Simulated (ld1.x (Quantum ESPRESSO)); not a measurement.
# Configuration tests for Sc (TM)

scandium (Sc), norm-conserving Troullier–Martins (Kleinman–Bylander form), made with ld1.x (Quantum ESPRESSO) 7.5 (LDA (PZ), scalar-relativistic). Core [Ne] 3s2, reference 3p6 3d1 4s2 4p0. Waves: 3p (bound): rc 1.45 bohr; 3d (bound): rc 2.95 bohr; 4f channel at -0.05 Ry: rc 2.25 bohr; 4s (bound): rc 2.20 bohr. Local part: the s channel. Core correction: Bessel-smoothed model core inside 0.90 bohr.

Energies are relative to the spin-unpolarised reference configuration 3p6 3d1 4s2 4p0; without spin polarisation the order of configurations can differ from experiment. Spin-polarised rows fill each open shell by Hund’s rule, majority spin first.

```json
{"valence configuration": "3p6 3d1 4s1 4p0", "charge": "+1", "ΔE all-electron (eV)": "7.067", "error AE − PS (meV)": "+2.0"}
{"valence configuration": "3p6 3d1 4s0 4p0", "charge": "+2", "ΔE all-electron (eV)": "20.028", "error AE − PS (meV)": "-18"}
{"valence configuration": "3p6 3d0 4s0 4p0", "charge": "+3", "ΔE all-electron (eV)": "45.118", "error AE − PS (meV)": "+280"}
{"valence configuration": "3p6 3d1 4s0 4p1", "charge": "+1", "ΔE all-electron (eV)": "10.570", "error AE − PS (meV)": "-782"}
{"valence configuration": "3p6 3d1 4s1.5 4p0", "charge": "+0.5", "ΔE all-electron (eV)": "2.824", "error AE − PS (meV)": "+0.5"}
{"valence configuration": "3p6 3d0 4s2 4p1", "charge": "0", "ΔE all-electron (eV)": "3.619", "error AE − PS (meV)": "-402"}
{"valence configuration": "3p5 3d1 4s2 4p0", "charge": "+1", "ΔE all-electron (eV)": "40.144", "error AE − PS (meV)": "-136"}
{"valence configuration": "3p6 3d1 4s2 4p0 (spin-polarised)", "charge": "0", "ΔE all-electron (eV)": "-0.151", "error AE − PS (meV)": "+22"}
```

**Question.** What are ΔE and the potential's error for 3p6 3d1 4s1 4p0 (spin-polarised)?

**Answer.** ΔE = 6.520 eV all-electron; the error (AE − PS) is +34 meV.

These tests converged, but a pseudo level misses the all-electron one widely, so the file describes the atom poorly there or has found another state: 3p6 3d0 4s0 4p0: empty 4p by 2.4 eV (a node warning on the way).
